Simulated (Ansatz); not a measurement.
Geometry optimisation, RKS PBE0/6-31G* in Ansatz.

input.yaml

```yaml
crystal:
  periodic: [false, false, false]
  atoms:
    - { symbol: O, position_ang: [-1.7326, 0.9504, 0.7474] }
    - { symbol: B, position_ang: [-0.489, 1.1759, 0.0847] }
    - { symbol: F, position_ang: [0.3846, 2.2047, 0.5464] }
    - { symbol: O, position_ang: [-0.0742, 0.4159, -1.1135] }
    - { symbol: Si, position_ang: [0.7026, -0.9892, -0.5647] }
    - { symbol: H, position_ang: [-1.6181, 0.3278, 1.4323] }
    - { symbol: H, position_ang: [1.9423, -0.5743, 0.1828] }
    - { symbol: H, position_ang: [1.1332, -1.7882, -1.7063] }
    - { symbol: H, position_ang: [-0.1603, -1.7692, 0.3738] }
basis:
  gaussian: { orbitals: "6-31G*" }
hamiltonian:
  xc: pbe0
relax:
  f_tol: 0.02
  max_steps: 50
output:
  orbitals: {}
```

Command:

```bash
$ ansatz run input.yaml --threads 2 --pin off --max-ram 3072MiB --backend cpu --events-out ev --progress --plain --runs-dir out
```

**Question.** Where does it end, and by what steps?

**Answer.** The forces met the threshold. The force dipped under the threshold on the way, but the program's further checks kept it going. After 23 steps the energy has fallen by 1.375 eV; O4 moved furthest, 1.40 Å.

```
step  energy less start (eV)  largest force component (eV/Å)  accepted
   0                  0.0000                           3.453       yes
   1                 -0.5050                           1.864       yes
   2                 -0.6389                           0.728       yes
   3                 -0.7072                           1.222       yes
   4                 -0.8348                           0.665       yes
   5                 -0.8968                           2.575       yes
   6                 -1.0216                           2.636       yes
   7                 -1.2287                           0.683       yes
   8                 -1.3059                           0.143       yes
   9                 -1.3438                           0.225       yes
  10                 -1.3453                           0.416       yes
  11                 -1.3512                           0.059       yes
  12                 -1.3527                           0.018       yes
  13                 -1.3464                           0.503        no
  14                 -1.3552                           0.069       yes
  15                 -1.3559                           0.204       yes
  16                 -1.3585                           0.162       yes
  17                 -1.3662                           0.030       yes
  18                 -1.3696                           0.226       yes
  19                 -1.3723                           0.140       yes
  20                 -1.3743                           0.024       yes
  21                 -1.3752                           0.046       yes
  22                 -1.3754                           0.032       yes
  23                 -1.3755                           0.018       yes
```

```xyz
9
Properties=species:S:1:pos:R:3
O -1.581 0.525 0.371
B -0.378 1.164 0.351
F -0.301 2.459 0.668
O 0.752 0.505 0.009
Si 0.918 -1.103 -0.416
H -2.300 1.113 0.631
H 2.363 -1.313 -0.685
H 0.133 -1.407 -1.642
H 0.482 -1.989 0.695
```

Whether the end is a true minimum wasn't checked by a vibrational analysis.

Time of the run: 33 s on 2 threads of AMD EPYC 9R14 (Zen 4), with other jobs on the host, peak memory 0.21 GiB.
